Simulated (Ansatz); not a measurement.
In7As7, 14 atoms. Hardware: 2 threads of AMD EPYC 7R13 on a shared host and a share (18 GiB) of an NVIDIA H100 80GB HBM3.

In the def2 sets In takes a core potential; there is no spin–orbit coupling. Correlated methods freeze 91 core orbitals; core or outer-core shells of In, As are correlated, in sets that lack core-valence functions. Single mean-field runs in def2-SVP, def2-TZVP are fitted with def2-universal-jkfit.

Task: How many basis functions does each of these Ansatz runs have, and roughly what does it cost? MP2/def2-SVP, charge 0 singlet, energy, from earlier orbitals; PBE0-D4/def2-TZVP, charge 0 triplet at the geometry of the charge 0 singlet, energy; HF/STO-3G, charge 0 singlet, energy; PBE-D4/def2-TZVP, charge 1 doublet, energy, from earlier orbitals; PBE-D4/def2-TZVP, charge 0 triplet at the geometry of the charge 0 singlet, energy, from earlier orbitals; RPA@PBE/def2-SVP, charge 0 singlet, energy, from earlier orbitals; PBE-D4/def2-TZVP, charge 0 singlet, energy and forces, from earlier orbitals; PBE-D4/def2-SVP, charge 1 doublet, relaxation, 15 steps; r2SCANh-D4/def2-TZVP, charge 0 singlet, energy, from earlier orbitals; PBE0-D4/def2-SVP, charge 0 singlet, energy, from earlier orbitals; r2SCAN0-D4/def2-TZVP, charge 0 singlet, energy, from earlier orbitals; PBE-D4/def2-TZVP, charge -1 doublet at the geometry of the charge 0 singlet, energy, from earlier orbitals.

Result: Other jobs shared the machine, so times can vary by a factor of up to 3. A dash marks memory too small to be measured apart from the calling script's.

| run | functions | fitting or Cholesky vectors | wall time | peak host memory (GiB) |
| --- | --- | --- | --- | --- |
| HF/STO-3G, charge 0 singlet, energy | 315 | 3856 | 15 s | – |
| PBE-D4/def2-TZVP, charge 1 doublet, energy, from earlier orbitals | 686 | 3388 | 16 s | 1.2 |
| PBE0-D4/def2-SVP, charge 0 singlet, energy, from earlier orbitals | 406 | 3388 | 17 s | – |
| PBE-D4/def2-TZVP, charge -1 doublet at the geometry of the charge 0 singlet, energy, from earlier orbitals | 686 | 3388 | 17 s | 1.2 |
| PBE-D4/def2-TZVP, charge 0 triplet at the geometry of the charge 0 singlet, energy, from earlier orbitals | 686 | 3388 | 20 s | 1.3 |
| MP2/def2-SVP, charge 0 singlet, energy, from earlier orbitals | 406 | 4585 | 22 s | – |
| r2SCAN0-D4/def2-TZVP, charge 0 singlet, energy, from earlier orbitals | 686 | 3388 | 22 s | – |
| PBE-D4/def2-TZVP, charge 0 singlet, energy and forces, from earlier orbitals | 686 | 3388 | 24 s | – |
| r2SCANh-D4/def2-TZVP, charge 0 singlet, energy, from earlier orbitals | 686 | 3388 | 26 s | – |
| RPA@PBE/def2-SVP, charge 0 singlet, energy, from earlier orbitals | 406 | 4585 | 32 s | 2.6 |
| PBE0-D4/def2-TZVP, charge 0 triplet at the geometry of the charge 0 singlet, energy | 686 | 3388 | 44 s | 1.4 |
| PBE-D4/def2-SVP, charge 1 doublet, relaxation, 15 steps | 406 | 3388 | 81 s | – |
